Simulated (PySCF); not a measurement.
Spin states and ions at one geometry of PbCl4

PySCF 2.14.0, RKS PBE0, Pb def2-SVP with ECP60, Cl def2-SVP; non-relativistic Hamiltonian with scalar-relativistic core potentials where named; density fitting; no spin-orbit coupling; singlets restricted, open shells unrestricted. The geometry is relaxed for charge 0, singlet, vacuum:

```xyz
5

Pb    0.0000    0.0000    0.0000
Cl    1.9651    0.0000    1.4005
Cl    0.0000    1.9651   -1.4005
Cl   -1.9651    0.0000    1.4005
Cl    0.0000   -1.9651   -1.4005
```

Energies count from the relaxed state; an electron taken off or put on is at rest in vacuum. Charges and spins are Mulliken's.

```
                     state  energy (eV)  spin squared  charge on Pb1 (e)  spin on Pb1 (e)  dipole about the centre of mass (D)
 charge 0, singlet, vacuum         0.00          0.00               0.87             0.00                                 0.00
 charge 0, triplet, vacuum         3.08          2.01               0.74             0.21                                 0.00
charge -1, doublet, vacuum        -3.05          0.75               0.69             0.28                                 0.00
```

Q: What does the state charge +1, doublet, vacuum give?

A: energy (eV) 11.53, spin squared 0.75, charge on Pb1 (e) 0.92, spin on Pb1 (e) -0.07, dipole about the centre of mass (D) 0.42.

With an electron taken off (doublet) the charges change, summed by element, by Pb +0.05 e, Cl +0.95 e. The vertical ionisation energy is 11.53 eV, against −ε(HOMO) = 9.61 eV of the relaxed state. The level lies 1.9 eV too high, as is usual for semilocal functionals and global hybrids, which keep a self-interaction error.

With an electron put on (doublet) the charges change, summed by element, by Pb -0.19 e, Cl -0.81 e. The vertical electron affinity is 3.05 eV, against −ε(LUMO) = 4.99 eV of the relaxed state. The basis has no diffuse functions, which an added electron needs.

Open shells may have lower solutions than those found.
